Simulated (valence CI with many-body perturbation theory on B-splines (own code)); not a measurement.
E1 transitions of Nd10+

Level of theory: relativistic CI+MBPT: four valence electrons over a frozen Dirac-Fock core [Kr] 4d10, a basis of 7 s, 7 p, 7 d, 7 f, 4 g, 2 h functions for each j, with the one-electron correlation potential Σ1 (screened to all orders), the two-electron term Σ2, the three-electron term Σ3, Breit, model QED; selected single and double excitations, second order for the rest, scaled by the run's own slope (own B-spline code, finite nucleus).

No measured spectrum was set against this ion. As an estimate, terms of the open shell hold to a few per cent of their energy, and close levels can change places; configurations with another count of f electrons can be misplaced by thousands of cm⁻¹. Among the levels kept, up to 300 cm⁻¹ of a level comes from second order outside the variational space, and about a tenth of that is noise between levels of different J, which matters for small intervals.

Lines 101 to 150 of 548 in falling wavelength, among levels below 27.463 eV, chosen from the strongest by gf and those to the six lowest levels. Wavelengths and rates use the calculated energies, so an error of 2000 cm⁻¹ moves a line at 66.10 nm by 1.3 % and its rate by three times that or more. Electric multipoles are in the length gauge, E1 and E2 with the static RPA response of the core. Weak lines are less certain than strong ones. Lines between different terms over intervals too small for the method are left out, as are lines whose strength nearly cancels. Where a level lies close to another of its J and parity, the split of strength between their lines is uncertain. The highest levels of a list are the least certain.

Names give the largest LS component (configuration and term), which can be under half, so a name can repeat, a term be missing and a line seem to break the LS rules; names also repeat where a configuration has a term twice. Letters in brackets count levels of one name in rising energy.

| λ vac (nm) | Upper | Lower | A (s⁻¹) | log gf | Branch % |
| --- | --- | --- | --- | --- | --- |
| 66.10 | 4f²5s5p ³H°_4 [b] | 4f²5s² ³F_4 | 6.60e+07 | -1.41 | 25.6 |
| 66.06 | 4f5s5p² ³G°_5 | 4f5s²5p ¹G_4 | 1.66e+08 | -0.92 | 34.5 |
| 66.06 | 4f²5s5p ⁵D°_4 [a] | 4f5s²5p ³G_4 | 1.30e+08 | -1.12 | 40.8 |
| 66.04 | 4f²5s5p ⁵S°_2 [b] | 4f²5s² ¹D_2 | 6.35e+07 | -1.68 | 25.8 |
| 66.04 | 4f³5s ⁵F°_3 [b] | 4f²5s² ³P_2 | 8.56e+07 | -1.41 | 35.1 |
| 65.99 | 4f5s5p² ⁵G°_3 [a] | 4f5s²5p ³F_2 | 1.45e+08 | -1.18 | 32.6 |
| 65.90 | 4f²5s5p ³G°_3 [a] | 4f²5s² ³F_4 | 4.47e+07 | -1.69 | 13.8 |
| 65.89 | 4f²5s5p ³S°_1 | 4f²5s² ¹D_2 | 5.26e+07 | -1.99 | 17.2 |
| 65.87 | 4f²5s5p ³H°_4 [a] | 4f5s²5p ³G_4 | 9.40e+06 | -2.26 | 6.1 |
| 65.82 | 4f³5s ⁵F°_2 [b] | 4f²5s² ³P_2 | 4.36e+07 | -1.85 | 33.7 |
| 65.72 | 4f²5s5p ⁵G°_3 [b] | 4f²5s² ³P_2 | 3.62e+07 | -1.78 | 9.2 |
| 65.68 | 4f²5s5p ⁵F°_2 | 4f5s²5p ³F_3 | 2.67e+07 | -2.06 | 7.0 |
| 65.54 | 4f³5s ⁵G°_6 [b] | 4f5s²5p ³G_5 | 6.98e+07 | -1.23 | 35.9 |
| 65.52 | 4f5s5p² ³F°_2 | 4f5s²5p ¹D_2 | 1.79e+08 | -1.24 | 46.7 |
| 65.48 | 4f³5s ³G°_5 [a] | 4f5s²5p ³F_4 | 1.49e+07 | -1.98 | 19.6 |
| 65.42 | 4f²5s5p ³F°_3 [a] | 4f²5s² ¹D_2 | 2.14e+08 | -1.02 | 40.7 |
| 65.35 | 4f²5s5p ⁵D°_4 [a] | 4f5s²5p ³F_3 | 1.30e+08 | -1.12 | 41.0 |
| 65.27 | 4f²5s5p ⁵D°_3 | 4f5s²5p ³F_3 | 8.26e+06 | -2.43 | 2.3 |
| 65.21 | 4f²5s5p ³D°_1 [a] | 5s²5p² ³P_0 | 8.64e+07 | -1.78 | 17.8 |
| 65.17 | 4f²5s5p ³H°_4 [a] | 4f5s²5p ³F_3 | 2.37e+07 | -1.87 | 15.3 |
| 65.09 | 4f5s5p² ⁵G°_2 | 4f5s²5p ³G_3 | 2.42e+08 | -1.11 | 55.7 |
| 65.08 | 4f²5s5p ⁵G°_5 [a] | 4f²5s² ³H_5 | 2.72e+07 | -1.72 | 8.8 |
| 64.99 | 4f³5s ⁵F°_2 [b] | 4f²5s² ³P_1 | 4.65e+07 | -1.83 | 36.0 |
| 64.97 | 4f²5s5p ⁵D°_4 [b] | 4f5s²5p ³G_4 | 9.43e+07 | -1.27 | 25.5 |
| 64.96 | 4f²5s5p ³G°_5 [a] | 4f²5s² ³F_4 | 1.88e+07 | -1.88 | 6.6 |
| 64.91 | 4f²5s5p ³H°_5 [b] | 4f²5s² ¹G_4 | 2.39e+08 | -0.78 | 74.3 |
| 64.88 | 4f5s5p² ⁵F°_4 | 4f5s²5p ³F_4 | 1.93e+08 | -0.96 | 33.4 |
| 64.85 | 4f²5s5p ³H°_4 [a] | 4f²5s² ³H_5 | 6.82e+06 | -2.41 | 4.4 |
| 64.84 | 4f³5s ⁵G°_5 | 4f5s²5p ³F_4 | 2.10e+07 | -1.84 | 52.8 |
| 64.74 | 4f²5s5p ³D°_1 [a] | 4f²5s² ¹D_2 | 3.24e+08 | -1.21 | 67.0 |
| 64.72 | 4f²5s5p ⁵F°_3 | 4f5s²5p ¹F_3 | 2.71e+07 | -1.92 | 6.5 |
| 64.71 | 4f²5s5p ⁵F°_1 | 4f5s²5p ³F_2 | 9.80e+07 | -1.73 | 21.8 |
| 64.71 | 4f²5s5p ³F°_2 [a] | 4f²5s² ³F_3 | 1.36e+08 | -1.37 | 68.5 |
| 64.66 | 4f²5s5p ³H°_4 [c] | 4f²5s² ³F_4 | 1.45e+08 | -1.09 | 32.2 |
| 64.62 | 4f³5s ⁵I°_5 | 4f²5s² ¹G_4 | 4.21e+07 | -1.54 | 76.9 |
| 64.52 | 4f³5s ³G°_4 [b] | 4f5s²5p ¹G_4 | 2.98e+07 | -1.78 | 4.9 |
| 64.46 | 4f²5s5p ³G°_3 [b] | 4f²5s² ³F_4 | 2.91e+07 | -1.90 | 6.4 |
| 64.41 | 4f5s5p² ⁵G°_3 [a] | 4f5s²5p ³G_3 | 1.68e+08 | -1.14 | 37.6 |
| 64.33 | 4f²5s5p ³I°_5 [a] | 4f5s²5p ³G_4 | 5.68e+06 | -2.41 | 1.1 |
| 64.32 | 4f²5s5p ³D°_3 [a] | 4f²5s² ¹G_4 | 1.46e+08 | -1.20 | 56.8 |
| 64.29 | 4f²5s5p ⁵D°_4 [b] | 4f5s²5p ³F_3 | 2.84e+07 | -1.80 | 7.7 |
| 64.27 | 4f³5s ¹H°_5 [a] | 4f5s²5p ³F_4 | 2.96e+07 | -1.69 | 20.4 |
| 64.26 | 4f²5s5p ³H°_4 [c] | 4f²5s² ³F_3 | 4.38e+07 | -1.61 | 9.7 |
| 64.23 | 4f²5s5p ³G°_5 [c] | 4f5s²5p ¹G_4 | 4.75e+07 | -1.49 | 5.3 |
| 64.22 | 4f²5s5p ⁵G°_3 [c] | 4f5s²5p ¹F_3 | 1.19e+08 | -1.29 | 30.1 |
| 64.16 | 4f5s5p² ³F°_3 | 4f5s²5p ¹D_2 | 3.17e+07 | -1.86 | 3.6 |
| 64.06 | 4f²5s5p ³G°_3 [b] | 4f²5s² ³F_3 | 4.32e+07 | -1.73 | 9.5 |
| 63.98 | 4f²5s5p ⁵D°_4 [b] | 4f²5s² ³H_5 | 6.46e+06 | -2.45 | 1.8 |
| 63.81 | 4f²5s5p ⁵G°_5 [a] | 4f²5s² ³H_4 | 3.72e+07 | -1.60 | 12.0 |
| 63.79 | 4f5s5p² ³G°_3 [a] | 4f²5s² ³F_4 | 8.80e+07 | -1.42 | 19.9 |
